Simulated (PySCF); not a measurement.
## Ag: excitation energy

Ag [Kr] 4d10 5s1 (2S) → Ag [Kr] 4d9 5s1 5p1 (high-spin determinant), as a difference of total energies. Calculation: PySCF 2.14, in ANO-RCC-VTZP (7s6p4d2f1g, 68 functions); scalar relativity by spin-free X2C-1e. Correlated levels: valence: [Kr] frozen. The calculations carry no spin-orbit coupling.

```csv
method,excitation energy (eV)
UHF,5.870
MP2 (valence),7.606
SCS-MP2 (valence),7.530
CCSD (valence),7.246
CCSD(T) (valence),7.349
```

Question: How much does correlation contribute at CCSD(T) (valence)?

Answer: 7.349 − (5.870) = 1.479 eV, measured against UHF.

A first-order spin-orbit estimate (lowest level to lowest level, LS coupling) adds -0.153 eV.

The basis was made for the ground configuration and has no added diffuse functions, so the excitation energy can come out too high.

The determinant of the upper state mixes LS terms, which raises its energy above the lowest term, most at the Hartree-Fock and MP2 levels.
